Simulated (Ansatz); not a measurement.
Species: sum formula H$_{4}$BSiO$_{3}$, net charge 0, doublet state. It need not be the lowest isomer of its formula. 
Geometry from a B3LYP-D3(BJ)/def2-TZVP (Ansatz, a program for electronic structure) optimisation:
```xyz
9

O     -1.6577    -1.4890     0.4764
B     -0.8922    -0.4587    -0.0039
O     -1.4567     0.4190    -0.8933
O      0.3895    -0.3340     0.4074
Si     1.6200     0.7287     0.0861
H     -2.3752     0.2443    -1.1231
H      1.9517     0.7003    -1.3547
H      1.2256     2.0971     0.4846
H      2.7782     0.2809     0.8834
```
Charge 0, spin multiplicity 2.

Wanted: atomisation energy (electronic, to ground-state atoms), in kJ/mol. Cores are frozen in the correlated levels unless marked. UHF or UKS for open shells. No spin-orbit coupling. Non-relativistic. The coupled-cluster limit lacks core correlation, which all-electron functionals hold. CBS(X,Y): correlation extrapolated as X^-3; Hartree-Fock from the larger set.

| level | program | atomisation energy (kJ/mol) |
|---|---|---|
| r2SCAN-D3(BJ)/def2-TZVPD | Ansatz + dftd3 | 3537.0 |
| PBE0/STO-3G | Ansatz | 3929.4 |
| r2SCANh-D4/def2-TZVPD | Ansatz + dftd4 | 3505.2 |
| CAM-B3LYP-D4/def2-TZVPD | Ansatz + dftd4 | ? |
| RPA@PBE/cc-pV(Q+d)Z | Ansatz | 3301.9 |
| CCSD(T)/CBS(cc-pV(T+d)Z,cc-pV(Q+d)Z) | Ansatz | 3514.1 |

Question: Fill in the missing entries.

Answer: 
- CAM-B3LYP-D4/def2-TZVPD, atomisation energy (kJ/mol): 3539.1
